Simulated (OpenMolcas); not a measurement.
**Nb2+ in a point-charge field**

Nb2+ among 8 point charges of -1.2 e arranged as a cube (Oh), 2.3 Å from the ion.
```
   1.3279    1.3279    1.3279  -1.20
   1.3279    1.3279   -1.3279  -1.20
   1.3279   -1.3279    1.3279  -1.20
   1.3279   -1.3279   -1.3279  -1.20
  -1.3279    1.3279    1.3279  -1.20
  -1.3279    1.3279   -1.3279  -1.20
  -1.3279   -1.3279    1.3279  -1.20
  -1.3279   -1.3279   -1.3279  -1.20
```

* Program: OpenMolcas 26.06
* Method: SS-CASPT2, IPEA 0.25 Eh, imaginary shift 0.1 Eh (closed shells correlated: 4s 4p)
* Basis: ANO-RCC-VDZP [6s5p3d1f]
* Scalar Hamiltonian: DKH2, point nucleus
* Active space: 3 electrons in 5 orbitals (4d)
* State averaging: 2S+1 = 4 even, 10 roots; 2S+1 = 2 even, 40 roots
* Spin-orbit coupling: RASSI with atomic mean-field integrals over the reference wave functions

The lowest spin-free states (labels of O, the rotations of Oh), above the lowest:

```tsv
State	Degeneracy	E (cm-1)	Free-ion L (%)
4T1	3	0	F (96)
2E	2	3310	G (47)
4T2	3	7260	F (100)
2T2	3	9780	G (66)
2T1	3	10030	G (55)
2T1	3	11280	P (63)
4T1	3	14780	P (96)
2A1	1	16450	G (100)
4A2	1	16620	F (100)
2T2	3	16620	H (57)
2T1	3	19290	H (68)
2E	2	20120	H (55)
2T2	3	21540	D (72)
2T1	3	23350	H (49)
2T2	3	23770	F (85)
2E	2	26160	G (52)
2A2	1	27190	F (100)
2T1	3	29230	F (59)
2E	2	39540	D (98)
2T2	3	40670	D (83)
```

The lowest levels with spin-orbit coupling:

| E (cm-1) | Degeneracy | Label | 2S+1 | g |
| --- | --- | --- | --- | --- |
| 0 | 4 | Γ8 | 4 |  |
| 160 | 2 | Γ7 | 4 | 1.23 1.23 1.23 |
| 770 | 4 | Γ8 | 4 |  |
| 1190 | 2 | Γ6 | 4 | 4.08 4.08 4.08 |
| 3920 | 4 | Γ8 | 2 |  |
| 7520 | 2 | Γ7 | 4 | 3.09 3.09 3.09 |
| 7530 | 4 | Γ8 | 4 |  |
| 7930 | 2 | Γ6 | 4 | 2.14 2.14 2.14 |
| 8000 | 4 | Γ8 | 4 |  |
| 10200 | 2 | Γ7 | 2 | 1.15 1.15 1.15 |
| 10350 | 2 | Γ6 | 2 | 0.37 0.37 0.37 |
| 10390 | 4 | Γ8 | 2 |  |
| 10940 | 4 | Γ8 | 2 |  |
| 11520 | 2 | Γ6 | 2 | 0.33 0.33 0.33 |
| 11870 | 4 | Γ8 | 2 |  |
| 15010 | 2 | Γ6 | 4 | 2.70 2.70 2.70 |
| 15350 | 4 | Γ8 | 4 |  |
| 15530 | 2 | Γ7 | 4 | 2.54 2.54 2.54 |
| 15570 | 4 | Γ8 | 4 |  |
| 16780 | 4 | Γ8 | 4 (52 %) |  |

Powder χT (cm3 K/mol): 0.275 at 2 K, 0.294 at 10 K, 0.385 at 50 K, 0.488 at 100 K, 0.67 at 200 K, 0.844 at 300 K. The effective moment at 300 K is 2.828 √(χT) = 2.60 μB.

The lowest level has 2S+1 = 4, for which the spin-only value is χT = S(S+1) / 2 = 1.875 cm3 K/mol (g = 2). The computed 0.844 at 300 K differs by -1.031, through orbital momentum, spin-orbit coupling and any other state in reach. With a threefold ground state the orbital momentum is unquenched, so the spin-only value is not expected to hold.

Roots that are degenerate in the reference are averaged as groups; the widest CASPT2 spread within a group is 290 cm-1 (the 3-fold group of multiplicity 2 near 19300 cm-1 above the lowest state of its run). Shifts and gaps below about the spread of the groups concerned are not significant. An orbital triplet at a regular site is open to Jahn-Teller coupling, which can distort the site and quench the lowest spin-orbit gaps and is left out. This shell can be high or low spin here, a state of another spin lies low, and with metal d orbitals alone active their balance is uncertain, so the ground spin may be wrong. Point charges give a weaker field than real ligands, and real ions of this kind are as a rule low spin; the high spin found here belongs to the model. Free-ion shares, where given, are those of the reference states; single-state CASPT2 does not remix them. This is an electrostatic model: the charges have no orbitals. No measured value stands beside these numbers.

The CASPT2 steps took 3.8 s on 1 thread of Arm Neoverse V1, on a shared host; the integral step is not counted.
